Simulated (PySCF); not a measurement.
Consider (O4Ti2). Optimised structure (Å), atoms numbered from 1:
```
O     1.5164    0.0970   -2.0894
Ti    1.2570   -0.0945   -0.5000
O    -0.1604   -1.2266   -0.1811
Ti   -1.2549    0.0959    0.4857
O    -1.5143   -0.0956    2.0751
O     0.1625    1.2279    0.1668
```

Energies: r2SCAN-D3(BJ)/ma-def2-SVP (PySCF, density fitting, integration grid level 3) on PBE-D3(BJ)/def2-SVP structures. The prefix ma- adds one diffuse s and one diffuse p function on all atoms but H. Zero-point and thermal terms (298.15 K, 1 bar) come from unscaled GFN2-xTB harmonic frequencies, with soft modes damped to free rotors in the entropy. These were taken at the GFN2-xTB minima.

(1) What are the vertical and the adiabatic ionisation energy for forming the radical cation?

(2) Where does the unpaired spin of the relaxed radical cation sit?

(3) How far is −ε(HOMO) from the vertical value by ΔSCF?

Answers

(1) 10.01 eV vertical and 9.78 eV adiabatic, the latter with zero-point energy.

(2) O1 (oxygen) 0.47, O5 (oxygen) 0.34, O3 (oxygen) 0.28, O6 (oxygen) 0.27 (intrinsic atomic orbital populations).

(3) −ε(HOMO) = 7.20 eV, which is 2.82 eV below the ΔSCF value.

Known limits: ma-def2-SVP is a small basis, whose errors can reach tens of kJ/mol; spin-orbit coupling is left out of the energies, which matters for open shells on the heavier atoms.

Differences come from unrounded values, so a last digit can differ from that of the printed terms.
